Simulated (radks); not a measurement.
Q: Neutral lead, 82 electrons, occupied as [Hg] 6p2. All-electron calculation, scalar-relativistic Kohn-Sham, LB94 model potential, spin-polarised, spherical densities, finite nucleus; open shells are filled with parallel spins first (spin-orbit coupling, left out, can overturn this in heavy ions); Fermi nuclear charge, rms radius 5.5012 fm. Program: a radial shooting solver on a logarithmic mesh with Libxc functionals. Some entries of the table are withheld. Estimate them.

orbital  occ.  eigenvalue (eV)  <1/r> (bohr^-1)
1s up       1        -88362.20            101.4
1s down     1        -88362.20            101.4
2s up       1        -15828.15            23.82
2s down     1        -15828.13            23.82
2p up       3        -13589.09            20.95
2p down     3        -13589.07            20.95
3s up       1        -3810.976            8.821
3s down     1        -3810.957            8.821
3p up       3        -3168.505            7.991
3p down     3        -3168.486            7.991
3d up       5        -2510.520            7.504
3d down     5        -2510.503            7.504
4s up       1        -866.5783            3.788
4s down     1        -866.5519            3.788
4p up       3        -656.8912            3.405
4p down     3        -656.8718            3.405
4d up       5        -413.0033            3.067
4d down     5        -412.9901            3.067
5s up       1        -150.9617            1.614
5s down     1        -150.9070            1.614
4f up       7        -143.4497            2.685
4f down     7        -143.4364            2.685
5p up       3         -91.9465            1.376
5p down     3         -91.9260            1.375
5d down     5         -26.9723              (1)
5d up       5         -26.7814              (2)
6s down     1         -17.4625           0.5753
6s up       1         -16.8457           0.5743
6p down     0              (3)           0.4084
6p up       2              (4)           0.4017

A: 
(1) 5d down <1/r> (bohr^-1): 1.012
(2) 5d up <1/r> (bohr^-1): 1.017
(3) 6p down eigenvalue (eV): -8.0205
(4) 6p up eigenvalue (eV): -7.5293
